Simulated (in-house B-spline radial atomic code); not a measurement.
The numbers below are computed, except where a source is named.
**Stopping and range of 50 keV Be in Si**

The pair potential comes from two frozen, spherical free-atom densities (PBE, B-spline radial code, scalar-relativistic past argon): electrostatics plus the change in Thomas-Fermi kinetic and Dirac exchange energy where they overlap, the recipe behind the universal ZBL potential, which averages such potentials (from solid-state densities) over many pairs. It is written V = (Z1 Z2 e²/r) φ(r/a), with e² = 14.3996 eV·Å and a = 0.46850 Å/(Z1^0.23 + Z2^0.23); ZBL's fit is φ = 0.18175 e^(−3.1998x) + 0.50986 e^(−0.94229x) + 0.28022 e^(−0.4029x) + 0.02817 e^(−0.20162x). Where φ falls below 4e-4 it is continued as an exponential.

The target is taken as amorphous, with density 2.329 g/cm³ (NSM archive of the Ioffe Institute); channelling is ignored. Masses: Be 9.01, Si 28.09 u. Nuclear stopping is S_n = 4π a Z1 Z2 e² M1/(M1 + M2) × s_n(ε), with s_n integrated over impact parameters for each pair. Electronic stopping is Lindhard and Scharff's S_e = Z1^(1/6) 8π e² a0 Z1 Z2/(Z1^(2/3) + Z2^(2/3))^(3/2) × v/v0, with a0 = 0.529177 Å and v = v0 at 24.801 keV/u; it misses the oscillations with Z1 seen in experiment, which reach tens of per cent. Compounds add by atom fraction.

```
target atom    a (Å)  ε at this energy  s_n, this pair  s_n, ZBL potential
         Si  0.14593             6.851          0.1605              0.1516
```

Problem. What are the atom density and the stopping powers at entry?

Solution. N = 2.329 × 0.602214/28.09 = 0.04993 atoms/Å³. For Si: S_n = 359.1 × 0.1605 = 57.63 eV·Å², S_e = 1.1892 × √50000 = 265.9 eV·Å². Averaged over the target's atoms and times N × 10 Å/nm, the ion loses N S_n = 28.8 eV/nm to recoils and N S_e = 133 eV/nm to electrons; the nuclear share is 18 %.

Along the track:

```csv
E (keV),N S_n (eV/nm),N S_e (eV/nm)
2.5,69.3,29.7
7.5,61.3,51.4
15,50.1,72.7
25,40.8,93.9
37.5,33.6,115
50,28.8,133
```

Problem. Estimate the path length and the projected range.

Solution. With continuous slowing down the path is the integral of dE/(N (S_n + S_e)). Trapezoids over the table give 358 nm, and the stretch below the first row, with stopping taken as √E, adds 2E/(N S) = 50 nm: 409 nm in all, against 389 nm on a fine grid from 5 eV. Deflections shorten the depth: to first order in the energy passed on, N (S_n + S_e) dR_p/dE = 1 − N S_n (M2/M1) R_p/(2E), summed over the target's atoms, and integrating this on the fine grid gives R_p = 248 nm, 0.64 of the path. Lindhard's rule of thumb R/(1 + M2/3M1), with mean M2/M1 = 3.12, gives 191 nm; it assumes that nuclear stopping leads, so it comes too short here. On the ZBL potential the same equation gives 258 nm, and the full integral equation, which keeps hard collisions, 266 nm.
